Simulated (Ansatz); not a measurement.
Species: CH8BO2Si, net charge 1, singlet state. It need not be the lowest isomer of its formula. 
Coordinates optimised at B3LYP-D3(BJ)/def2-TZVP (Ansatz, an electronic-structure program):
```
Si
H 1 1.4796
H 1 1.4843 2 109.11
C 1 1.8649 2 113.93 3 128.34
H 4 1.0905 1 111.65 2 177.50
H 4 1.0912 5 108.71 1 123.24
H 4 1.0913 5 108.01 6 116.47
B 1 2.0387 2 104.33 3 -110.51
O 8 1.3206 1 137.29 2 -83.40
H 9 0.9649 8 119.31 1 -0.35
O 8 1.5095 9 106.17 10 -179.54
H 11 0.9711 8 123.22 9 -176.22
H 11 0.9769 12 115.03 8 -176.65
```
Charge +1, spin multiplicity 1.

Total electronic energies in hartree. Cores are frozen in the correlated levels unless marked. No spin-orbit coupling. Non-relativistic. CBS marks a two-point X^-3 extrapolation of the correlation energy; Hartree-Fock from the larger set. [CCSD(T)-MP2]/basis is that difference in the basis named.

```csv
level,program,energy (Eh)
B97M-V/def2-TZVPD,Ansatz,-507.50799
PBE0/STO-3G,Ansatz,-501.03164
PBE0/def2-QZVPP,Ansatz,-507.27473
r2SCAN0/def2-TZVPD,Ansatz,-507.44489
MP2/STO-3G,Ansatz,-499.87571
MP2/6-31G,Ansatz,-505.99340
MP2/cc-pVTZ,Ansatz,-506.68071
RI-MP2/cc-pV(Q+d)Z,Ansatz,-506.76649
SCS-MP2/6-31G*,Ansatz,-506.30243
CCSD/STO-3G,Ansatz,-499.93541
CCSD/6-31G,Ansatz,-506.03567
CCSD/cc-pV(T+d)Z,Ansatz,-506.72918
CCSD(T)/cc-pVTZ,Ansatz,-506.75913
"RI-MP2/CBS(cc-pV(T+d)Z,cc-pV(Q+d)Z)+[CCSD(T)-MP2]/cc-pV(T+d)Z",Ansatz,-506.8914
"CCSD(T)/CBS(cc-pV(T+d)Z,cc-pV(Q+d)Z)",Ansatz,-506.8825
```

Totals of different functionals don't rank their quality; only differences between species are comparable.
